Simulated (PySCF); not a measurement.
**How methods differ on the fine-structure interval of Pm⁴²⁺**

Pm⁴²⁺ [Ar] 3d1 [3d3/2^1, M_J = 3/2] → Pm⁴²⁺ [Ar] 3d1 [3d5/2^1, M_J = 5/2], as a difference of total energies. Computed with PySCF 2.14 in an uncontracted even-tempered set (16 s from 9.4 bohr⁻², ratio 2.8; 12 p from 12 bohr⁻², ratio 2.8; 8 d from 12 bohr⁻², ratio 2.8; 3 f from 37 bohr⁻², ratio 3), with the two-component X2C-1e Hamiltonian. Correlated levels: [Ne] frozen; the 74 highest virtual spinors dropped. "Screened" scales the spin-orbit matrix elements by Boettger's factors to mimic the two-electron term; Breit and QED terms are absent.

| method | fine-structure interval (cm⁻¹) |
| --- | --- |
| GHF (screened spin-orbit) | 249390 |
| GMP2 (screened spin-orbit) | 249590 |
| GHF (bare spin-orbit) | 298600 |
